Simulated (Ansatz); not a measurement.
A structure relaxed at r2SCAN-D4/def2-SVP in Ansatz, charge 1, singlet:

```csv
atom,x (Å),y (Å),z (Å)
Y1,-1.069,1.632,0.308
Y2,0.883,-0.198,-1.756
Y3,0.878,-0.826,1.563
O4,-0.852,0.790,-1.507
O5,-0.860,0.181,1.688
O6,1.020,-1.579,-0.298
```

Question: Give its formula and point group.

Answer: Y₃O₃⁺. Point group C3v (tolerance 0.1 Å).

Question: Summarise the bond lengths by kind (pairs closer than 1.2 times the sum of covalent radii, bridged metal pairs left out).

Answer: 6 × O–Y 2.01 Å.

In the def2 sets Y takes a core potential; there is no spin–orbit coupling. The restricted singlet is unstable towards broken spin symmetry in Hartree–Fock (as tested in another run); at r2SCAN-D4/def2-SVP this wasn't settled. The relaxation made no stability test and no search for a lower SCF solution. No other spin state of charge 1 was run. Another isomer (singlet) lies 0.22 eV lower at PBE0-D4/def2-TZVP; other spin states weren't run for this one.
